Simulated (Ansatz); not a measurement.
C2H4Br2 (1,2-dibromoethane): entropy by statistical mechanics

A singlet with charge 0, relaxed at PBE/def2-SVP (Ansatz 0.2.0):

```xyz
8

Br   -2.1727    0.2016   -0.6633
C    -0.4609    0.6056    0.2007
C     0.6419   -0.3652   -0.1579
Br    0.3506   -2.1743    0.5365
H    -0.1818    1.6230   -0.1391
H    -0.6549    0.6273    1.2893
H     0.7660   -0.4642   -1.2524
H     1.5966   -0.0194    0.2863
```

Harmonic wavenumbers in cm⁻¹: 78, 225, 350, 546, 578, 809, 876, 1013, 1074, 1146, 1213, 1251, 1379, 1387, 3011, 3018, 3086, 3098.

Masses in u: Br 79.904, C 12.011, H 1.008. Take T = 298.15 K, p = 1 bar, R = 8.3145 J/(mol K), kT/hc = 207.22 cm⁻¹, rigid rotor and harmonic oscillator.

Compute the standard molar entropy.


1. Translation (Sackur–Tetrode): S = R[3/2 ln M + 5/2 ln T − 1.1517] with M = 187.862 gives 174.2 J/(mol K).
2. Rotation: principal moments 67.994, 559.067, 610.041 u Å² give A, B, C = 0.2479, 0.0302, 0.0276 cm⁻¹; the symmetry number is σ = 2; q = (√π/σ)√((kT/hc)³/ABC) = 183906; S = R(ln q + 3/2) = 113.3.
3. Vibration: with u = ν̃/207.22, each mode gives R[u/(eᵘ − 1) − ln(1 − e⁻ᵘ)]; the sum is 36.6, most from 78 cm⁻¹ (16.5), 225 cm⁻¹ (8.0), 350 cm⁻¹ (4.9).
4. Electronic: R ln 1 = 0.0, from the spin multiplicity alone.
5. Sum: 174.2 + 113.3 + 36.6 + 0.0 = 324.1 J/(mol K).

No measured value is set beside it here. Where a soft mode is a torsion, a harmonic oscillator describes it poorly.
